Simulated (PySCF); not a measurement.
3-fluoropenta-1,4-diyne (C₅H₃F), SMILES C(#C)C(F)C#C. Atoms are numbered in the order given.

```xyz
9

C      0.1369    -0.9438    -2.2270
C     -0.0914    -0.3199    -1.2166
C     -0.3991     0.4426     0.0000
F      0.2920     1.6465     0.0000
C     -0.0914    -0.3199     1.2166
C      0.1369    -0.9438     2.2270
H      0.3484    -1.5004    -3.1210
H     -1.4774     0.6917     0.0000
H      0.3484    -1.5004     3.1210
```
Charge 0, spin multiplicity 1.

The structure is a stationary point at B3LYP-D3(BJ)/def2-SVP.

The numbers are results of PBE/pcSseg-1 (PySCF), not measurements.

GIAO shieldings, no solvent; atoms alike by connectivity are averaged. δ = σ(ref) − σ: ¹³C against TMS (σ = 182.0 ppm); ¹⁹F against CFCl3 (σ = 133.6 ppm); ¹H against TMS (σ = 31.49 ppm), references at their B3LYP-D3(BJ)/def2-TZVP geometries, non-relativistic.

Computed chemical shifts:
```
nucleus   atoms  count  δ (ppm)
-------  ------  -----  -------
¹³C      C1, C6      2     82.7
¹³C      C2, C5      2     82.2
¹³C          C3      1     77.6
¹⁹F          F4      1   -221.2
¹H           H8      1     6.25
¹H       H7, H9      2     2.75
```
